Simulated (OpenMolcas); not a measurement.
**Computed transition rates of As**

```json
{
 "Program": "OpenMolcas 26.06",
 "Method": "CASSCF",
 "Basis": "ANO-RCC-VTZP [6s5p3d1f]",
 "Scalar Hamiltonian": "DKH2, point nucleus",
 "Active space": "3 electrons in 3 orbitals (4p)",
 "State averaging": "2S+1 = 4 odd, 1 root; 2S+1 = 2 odd, 8 roots kept (CI in the orbitals of an earlier block)",
 "Spin-orbit coupling": "RASSI with atomic mean-field integrals over the reference wave functions, term energies averaged over their components"
}
```

Rates come from the transition moments of the reference wave functions (E1 and E2 in the length form). At fixed line strength A goes as λ^-3 for E1 and M1 and as λ^-5 for E2, so a rate at the computed wavelength can be rescaled to the measured one. Measured vacuum wavelengths follow from level energies in NIST Handbook of Basic Atomic Spectroscopic Data. Branching counts decays inside the model space alone, at computed energies, and the table is only a selection of the E2 and M1 lines, drawn from those between levels with measured partners whose computed energy lies within a factor of 1.5 of the measured one.

| Upper | Lower | Type | λ computed (nm) | λ measured (nm) | A computed (s-1) | A rescaled (s-1) | Branching % |
| --- | --- | --- | --- | --- | --- | --- | --- |
| 4s2 4p3 2P* 3/2 | 4s2 4p3 4S* 3/2 | M1 | 400 | 536.3 | 1.64e+00 |  | 50.1 |
| 4s2 4p3 2P* 1/2 | 4s2 4p3 4S* 3/2 | M1 | 404 | 549.9 | 6.79e-01 |  | 39.4 |
| 4s2 4p3 2P* 3/2 | 4s2 4p3 2D* 3/2 | M1 | 970 | 1241 | 5.66e-01 |  | 17.3 |
| 4s2 4p3 2P* 3/2 | 4s2 4p3 2D* 5/2 | E2 | 987.8 | 1293 | 5.28e-01 | 1.37e-01 | 16.2 |
| 4s2 4p3 2P* 1/2 | 4s2 4p3 2D* 3/2 | E2 | 993.8 | 1317 | 4.40e-01 | 1.08e-01 | 25.6 |
| 4s2 4p3 2P* 1/2 | 4s2 4p3 2D* 3/2 | M1 | 993.8 | 1317 | 3.30e-01 |  | 19.1 |
| 4s2 4p3 2P* 3/2 | 4s2 4p3 2D* 5/2 | M1 | 987.8 | 1293 | 3.04e-01 |  | 9.3 |
| 4s2 4p3 2P* 1/2 | 4s2 4p3 2D* 5/2 | E2 | 1012 | 1375 | 2.72e-01 | 5.87e-02 | 15.8 |
| 4s2 4p3 2P* 3/2 | 4s2 4p3 2D* 3/2 | E2 | 970 | 1241 | 2.35e-01 | 6.86e-02 | 7.2 |
| 4s2 4p3 2D* 3/2 | 4s2 4p3 4S* 3/2 | M1 | 680.6 | 944 | 3.16e-02 |  | 89.5 |
| 4s2 4p3 2D* 5/2 | 4s2 4p3 4S* 3/2 | E2 | 672.2 | 916.2 | 6.11e-03 |  | 88.2 |
| 4s2 4p3 2D* 3/2 | 4s2 4p3 4S* 3/2 | E2 | 680.6 | 944 | 3.71e-03 |  | 10.5 |
| 4s2 4p3 2D* 5/2 | 4s2 4p3 4S* 3/2 | M1 | 672.2 | 916.2 | 7.53e-04 |  | 10.9 |

Spin-changing lines and M1 lines between different terms are not rescaled, since their strength hangs on the term gaps too.

The largest correction is for 4s2 4p3 2P* 1/2 → 4s2 4p3 2D* 5/2 (E2): 2.72e-01 × (1012 / 1375)^5 = 5.87e-02 s-1, a factor of 0.22.

No measured rate stands beside these. Rescaling mends the energy factor alone: line strengths can still be far off where a level mixes with configurations outside the active space, and weak or spin-changing lines hang on small mixing coefficients that depend on the term gaps too, so rescaling need not improve them.

Without dynamic correlation excited terms often stand tens of per cent too high (terms of higher spin than the ground term too low), and those without a measured partner can miss by more than the paired ones. Terms from blocks run as CI alone lack orbitals of their own. With the s shell closed, the reference lacks s² → p² mixing. Measured partners are found by configuration, term and J. A level has none where our copy of the source lacks it or the pairing is in doubt (some pairs that miss far off the trend of their configuration count as doubtful). Levels of configurations outside the active space are missing.

* marks odd parity.
